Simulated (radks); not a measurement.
The phosphorus ion P3+, configuration [Ne] 3s2. Calculated with a radial shooting solver on a logarithmic mesh with Libxc functionals: non-relativistic Kohn-Sham, revPBE, spin-polarised, spherical densities, point nucleus.

Unscreened Slater integrals over Kohn-Sham orbitals (eV). They are taken over the spin-up orbitals. Empty in this configuration: 3p.

| integral | value |
|---|---|
| F0(3s,3s) | 14.603 |
| F0(3s,2p) | 19.271 |
| G1(3s,2p) | 1.5183 |
| F0(3s,2s) | 19.109 |
| G0(3s,2s) | 1.2086 |
| F0(3s,3p) | 13.889 |
| G1(3s,3p) | 9.3228 |
| F0(2p,2p) | 51.715 |
| F2(2p,2p) | 23.864 |
| F0(2p,2s) | 49.149 |
| G1(2p,2s) | 29.224 |
| F0(2p,3p) | 17.909 |
| F2(2p,3p) | 3.2279 |
| G0(2p,3p) | 1.3440 |
| G2(2p,3p) | 1.3337 |
| F0(2s,2s) | 47.461 |
| F0(2s,3p) | 17.701 |
| G1(2s,3p) | 1.0419 |
| F0(3p,3p) | 13.279 |
| F2(3p,3p) | 6.8331 |
